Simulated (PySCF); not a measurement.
A PySCF script (with the pyscf-properties extension) for the NMR shieldings of SMILES C#CP(C#CC)CCCC, C$_{9}$H$_{13}$P, on a GFN2-xTB geometry:

```python
import basis_set_exchange as bse
import numpy as np
from pyscf import gto, dft
from pyscf.prop import nmr

atoms = """
C     2.471480   -3.510031    0.048095
C     1.900758   -2.560219    0.514424
P     1.096458   -1.212186    1.339431
C     2.001306    0.067949    0.518777
C     2.666004    0.973455    0.082916
C     3.448381    2.038068   -0.503469
C    -0.429598   -1.188878    0.252264
C    -1.292645    0.035853    0.534444
C    -2.568922    0.027046   -0.304171
C    -3.430754    1.255970   -0.043621
H     2.964526   -4.325810   -0.395398
H     4.298689    1.618342   -1.041279
H     3.816499    2.704267    0.277047
H     2.838021    2.611619   -1.201316
H    -0.129844   -1.212634   -0.799939
H    -0.994014   -2.102918    0.464941
H    -1.557865    0.061568    1.595461
H    -0.718058    0.940706    0.315907
H    -3.142741   -0.874264   -0.074119
H    -2.303271   -0.012630   -1.363517
H    -4.342777    1.215394   -0.634790
H    -2.890972    2.163130   -0.306617
H    -3.705413    1.313187    1.007546
"""
names = dict.fromkeys(["C", "P", "H"], "pcSseg-1")
basis = {el: gto.basis.parse(bse.get_basis(n, elements=[el], fmt="nwchem")) for el, n in names.items()}
mol = gto.M(atom=atoms, basis=basis, charge=0, verbose=0)
mf = dft.RKS(mol, xc="PBE0")
mf.grids.level = 2
mf.grids.alignment = dft.numint.BLKSIZE   # the property module wants whole blocks of grid points
mf.conv_tol = 1e-9
mf.kernel()

calc = nmr.RKS(mf)   # GIAO
C = mf.mo_coeff
Co = C[:, mf.mo_occ > 0]
resp = mf.gen_response(singlet=True, hermi=2)
def vind(x):   # induced exchange potential for any number of trial vectors
    d = np.einsum("pi,xij,qj->xpq", C, 2 * x.reshape(-1, C.shape[1], Co.shape[1]), Co, optimize=True)
    return np.einsum("xpq,pi,qj->xij", resp(d - d.transpose(0, 2, 1)), C, Co, optimize=True).ravel()
mo1, _ = nmr.rhf.solve_mo1(calc, with_cphf=vind)
sigma = calc.kernel(mo1)
for i, s in enumerate(sigma):   # ppm
    w = np.linalg.eigvalsh((s + s.T) / 2)
    print("%2d %-2s iso %8.1f  s11 %8.1f  s22 %8.1f  s33 %8.1f" % (i, mol.atom_pure_symbol(i), w.mean(), *w))
```

Question: What does it print?

Answer: 
```
 0 C  iso     88.5  s11     16.2  s22     21.3  s33    228.0
 1 C  iso     98.8  s11     -4.5  s22      2.2  s33    298.6
 2 P  iso    420.3  s11    376.0  s22    425.6  s33    459.3
 3 C  iso    104.8  s11     14.6  s22     22.6  s33    277.3
 4 C  iso     77.4  s11    -13.0  s22      0.0  s33    245.2
 5 C  iso    180.7  s11    172.3  s22    172.8  s33    196.9
 6 C  iso    146.8  s11    123.8  s22    148.0  s33    168.5
 7 C  iso    153.8  s11    136.1  s22    150.9  s33    174.2
 8 C  iso    156.5  s11    143.1  s22    153.6  s33    172.8
 9 C  iso    169.8  s11    158.2  s22    163.5  s33    187.7
10 H  iso     29.4  s11     24.6  s22     24.8  s33     38.7
11 H  iso     29.5  s11     24.3  s22     27.9  s33     36.4
12 H  iso     29.6  s11     24.4  s22     27.7  s33     36.6
13 H  iso     29.6  s11     24.2  s22     28.4  s33     36.1
14 H  iso     29.3  s11     25.1  s22     30.7  s33     32.3
15 H  iso     30.0  s11     25.2  s22     30.6  s33     34.2
16 H  iso     30.5  s11     25.6  s22     31.4  s33     34.5
17 H  iso     30.2  s11     24.4  s22     31.9  s33     34.2
18 H  iso     30.3  s11     25.2  s22     30.5  s33     35.1
19 H  iso     30.3  s11     25.4  s22     30.7  s33     34.8
20 H  iso     30.4  s11     25.7  s22     27.5  s33     38.1
21 H  iso     30.7  s11     26.3  s22     29.4  s33     36.4
22 H  iso     30.7  s11     26.5  s22     29.1  s33     36.6
```

These numbers come from an equivalent density-fitted implementation of the same equations, which agrees with the script to about 0.01 ppm for H and up to a few tenths of a ppm for heavy atoms, so last digits may differ.

Size and cost of the density-fitted run: 242 basis functions, 98 s wall time on 1 thread of an Intel Xeon Platinum 8488C, shared host; peak memory 1 GiB.
